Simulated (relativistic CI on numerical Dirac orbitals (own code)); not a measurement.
Method of calculation: Dirac-Coulomb-Breit CI, orbitals from a KLI potential per configuration, model QED (radiative potential, 1s self-energy scaled to tabulated hydrogen-like ionisation energies), unscaled Slater integrals (own radial code, finite nucleus).

The strongest absorption lines from the ground level of an ion, among the configurations computed and to levels below about 184 eV (vacuum wavelength in Å, gf): 67.406 (0.51), 68.170 (0.79), 68.306 (0.88), 68.523 (0.61), 68.635 (0.51), 100.26 (0.39), 101.49 (1.9), 102.18 (0.37).

(1) Which ion is it?
A. Kr X
B. Se VIII
C. Ge VI
D. Sr XII

## Answers

(1) A. Kr X has 27 electrons and the ground level 3s2.3p6.3d9 2D_5/2; the strongest line goes to 3s2.3p5.3d10 2P°_3/2. The pattern of lines fixes the number of electrons, and along that sequence the line energies rise steadily with the charge (about as its square where n changes within one kind of shell, about linearly where n is kept but much faster in heavy ions where fine structure, which grows about as Z⁴, sets the gap, and irregularly where shells cross), which fixes Z. Configurations outside the model, such as inner-shell arrays, can give stronger lines. At this charge energies of transitions that change n are usually good to better than 1 %, and those within a shell (Δn = 0) to a few per cent.

LS names give the leading component of a level, which can be under half, so a name can repeat, a term be missing and a line seem to break the LS rules.
